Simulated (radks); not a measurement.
The numbers below are computed, except where a source is named.
Excited configurations of W XXXV: one electron is placed in a higher orbital outside [Kr] 4d3. The ground configuration is [Kr] 4d4. Code: a radial shooting solver on a logarithmic mesh with Libxc functionals. Model: scalar-relativistic Kohn-Sham, SCAN, spin-polarised, spherical densities, finite nucleus; open shells are filled with parallel spins first (spin-orbit coupling, left out, can overturn this in heavy ions); meta-GGA in the generalised Kohn-Sham scheme; Fermi nuclear charge, rms radius 5.3658 fm. Excitation = E - E(ground); binding = E(ion) - E, where the ion is the core of charge +35; n* = 35/sqrt(2 binding) in atomic units. These energies are relativistic, and a one-electron ion of charge +35 with no core already has n* below n in this formula (scalar-relativistic equation, point nucleus: 5s 4.972, 5p 4.983, 5d 4.992, 6p 5.982, 6d 5.991, 6f 5.995, 7d 6.990, 7f 6.994). The quantum defect is therefore taken as that value minus n*, so that it holds no relativistic shift of the bare ion.

outer orbital  excitation (eV)  binding (eV)     n*  quantum defect  eigenvalue (eV)  <r> (bohr)
5s                      449.68        1002.4  4.078           0.894          -990.74      0.7212
5p                      522.38        929.71  4.234           0.749          -918.18      0.7515
5d                      611.45        840.64  4.453           0.539          -828.75      0.7762
6p                      846.56        605.54  5.246           0.736          -598.35       1.163
6d                      894.39        557.70  5.467           0.524          -550.50       1.205
6f                      940.09        512.00  5.705           0.289          -504.46       1.224
7d                      1054.3        397.84  6.473           0.518          -392.97       1.718
7f                      1081.4        370.74  6.705           0.289          -365.72       1.757

The Delta-SCF ionisation energy is 1452.1 eV (NIST Atomic Spectra Database: 1460 eV, semi-empirical). Self-interaction in the functional shifts the binding energies and quantum defects, so they are the method's values and not measured ones. Open shells are spherical and high-spin; term and fine-structure splittings are not resolved. Spin-orbit splitting is averaged out at the scalar-relativistic level.
